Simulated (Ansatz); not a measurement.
`N[SiH2]BF` + H₂ → `BF` + `N[SiH3]` at 700 K and 1 bar (hydrogenolysis of a B–Si bond).

Gas-phase electronic energies from Ansatz, PBE0-D4/def2-TZVP geometries. CCSD(T)/CBS adds triple-zeta CCSD(T) − MP2 to the extrapolated MP2 energy (def2 sets, frozen cores). This one scheme is used for every species. One conformer a species, not always the lowest.

```json
{"species": "`N[SiH2]BF`", "CCSD(T)/CBS energy (Eh)": "-471.43000", "H − E (kJ/mol)": "222.1", "S (J/(mol·K))": "436.3"}
{"species": "H₂", "CCSD(T)/CBS energy (Eh)": "-1.17544", "H − E (kJ/mol)": "46.8", "S (J/(mol·K))": "155.3"}
{"species": "`BF`", "CCSD(T)/CBS energy (Eh)": "-125.82039", "H − E (kJ/mol)": "88.4", "S (J/(mol·K))": "262.0"}
{"species": "`N[SiH3]`", "CCSD(T)/CBS energy (Eh)": "-346.80422", "H − E (kJ/mol)": "180.7", "S (J/(mol·K))": "336.3"}
```

H − E and S are ideal-gas, rigid-rotor, harmonic terms from PBE0-D4/def2-TZVP, for one conformer and one mirror image of each species. For small species the MP2-based limit differs from directly extrapolated CCSD(T) by up to some mEh (0.8 for H₂); such offsets cancel only in part. 1 Eh = 2625.50 kJ/mol, R = 8.31446 J/(mol·K).

Question: By hand: ΔE, ΔH, ΔS and ΔG.

Answer: ΔE = (-125.82039) + (-346.80422) − (-471.43000) − (-1.17544) = -0.01917 Eh = -50.3 kJ/mol. Δ(H − E) = 88.4 + 180.7 − 222.1 − 46.8 = 0.2, so ΔH = -50.1 kJ/mol. ΔS = 262.0 + 336.3 − 436.3 − 155.3 = 6.7 J/(mol·K). ΔG = -50.1 − 700 × (6.7)/1000 = -54.8 kJ/mol.

Question: By hand: the equilibrium constant, and the temperature at which ΔG would vanish if ΔH and ΔS stayed fixed.

Answer: log₁₀ K = −ΔG/(RT ln 10) = 4.1. ΔH and −TΔS have one sign here, so there is no such temperature.

The number of gas molecules stays the same, so ΔS is small and ΔH decides. A doubt of 5 kJ/mol in ΔE shifts log₁₀ K by 0.4 here. Other conformers and mirror images would add mixing entropy, several J/(mol·K) or more a flexible species. Modes under 60 cm⁻¹, often nearly free rotors, make the harmonic entropy too high. These are equilibria of isolated gas molecules and say nothing of rates. Largest T1 diagnostic: 0.013 (customary marks: 0.02 for closed shells, 0.045 for open ones).

ΔS is within the doubt of such terms, so its sign, and with it that verdict, could turn.
